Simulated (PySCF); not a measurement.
C6H6O3.
Atom-mapped SMILES: `[O:1]=[C:2]1[CH:3]=[C:4]([CH2:5][OH:6])[C:7](=[O:8])[CH2:9]1` (hydrogens: H10 on C3; H11, H12 on C5; H13 on O6; H14, H15 on C9)

Geometry (GFN2-xTB, Å), atoms numbered from 1 in this order:
```xyz
15
C6H6O3 angstrom
O     -2.4983    0.1341    1.8023
C     -1.6667    0.0857    0.9341
C     -0.2058    0.1938    1.1036
C      0.4343    0.0740   -0.0695
C      1.8983    0.1116   -0.3475
O      2.7062    0.2219    0.7904
C     -0.5448   -0.1425   -1.1747
O     -0.2743   -0.3241   -2.3323
C     -1.9226   -0.1030   -0.5517
H      0.2406    0.3651    2.0681
H      2.1604   -0.7741   -0.9492
H      2.1192    0.9903   -0.9640
H      2.5429   -0.5277    1.3739
H     -2.5129    0.7220   -0.9542
H     -2.4808   -1.0192   -0.7513
```

The closed-shell SCF was solved with PySCF and density fitting under several settings on one GFN2-xTB geometry (grid level 2 and gas phase unless stated).

```csv
settings,basis functions,SCF cycles,E (Eh),HOMO (eV),LUMO (eV),dipole (D)
PBE0/pcSseg-1,183,15,-457.3392,-7.51,-2.77,1.40
PBE0/def2-SVPD,237,15,-457.0821,-7.59,-2.86,1.44
"PBE0/def2-SVPD, energy threshold 1e-11 Eh",237,14,-457.0821,-7.59,-2.86,1.44
"PBE0/pcSseg-0, grid level 4",93,15,-456.2911,-7.54,-2.93,1.34
```

**Question.** Estimate the rows for these settings: (1) mPW1PW91/ANO-RCC-VDZP, energy threshold 1e-07 Eh, start guess atom; (2) OLYP/pcSseg-1, level shift 0.2 Eh, start guess sap.

**Answer.** 
```json
{"settings": "mPW1PW91/ANO-RCC-VDZP, energy threshold 1e-07 Eh, start guess atom", "basis functions": "156", "SCF cycles": "10", "E (Eh)": "-457.9263", "HOMO (eV)": "-7.50", "LUMO (eV)": "-2.74", "dipole (D)": "1.45"}
{"settings": "OLYP/pcSseg-1, level shift 0.2 Eh, start guess sap", "basis functions": "183", "SCF cycles": "20", "E (Eh)": "-457.7097", "HOMO (eV)": "-5.67", "LUMO (eV)": "-3.42", "dipole (D)": "1.43"}
```

**Question.** Over all rows, what range does the HOMO–LUMO gap span?

**Answer.** From 2.25 eV (OLYP/pcSseg-1, level shift 0.2 Eh, start guess sap) to 4.76 eV (mPW1PW91/ANO-RCC-VDZP, energy threshold 1e-07 Eh, start guess atom). The functional of the narrowest has no exact exchange, that of the widest 25 % exact exchange.

**Question.** And the dipole moment?

**Answer.** From 1.34 D (PBE0/pcSseg-0, grid level 4) to 1.45 D (mPW1PW91/ANO-RCC-VDZP, energy threshold 1e-07 Eh, start guess atom); the largest is 1.08 times the smallest, and the median is 1.44 D.

**Question.** Compare two rows with the functional PBE0: PBE0/pcSseg-0, grid level 4 and PBE0/def2-SVPD, energy threshold 1e-11 Eh. Which energy is lower, and by how much?

**Answer.** PBE0/def2-SVPD, energy threshold 1e-11 Eh (237 functions) lies 0.7910 Eh or 496 kcal/mol below PBE0/pcSseg-0, grid level 4 (93 functions).

Cycle counts include a coarse-grid stage where the run had one. ANO-RCC sets were contracted for a scalar-relativistic Hamiltonian, but ran non-relativistically here.

One conformer stands for the species.
